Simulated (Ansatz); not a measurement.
Cu, charge +1, singlet.

Input for Ansatz (an electronic-structure program):
Ansatz 0.2 input:
```yaml
crystal:
  periodic: [false, false, false]
  atoms:
    - {symbol: Cu, position_ang: [0.00000000, 0.00000000, 0.00000000]}
basis:
  gaussian:
    orbitals: def2-SVPD
hamiltonian:
  xc: hf
total_charge: 1
accuracy: high
```

### Question
What does this run give for the total energy, number of basis functions?

### Answer

```json
{
 "total_energy": "-1638.4593 Eh",
 "number_of_basis_functions": "34"
}
```
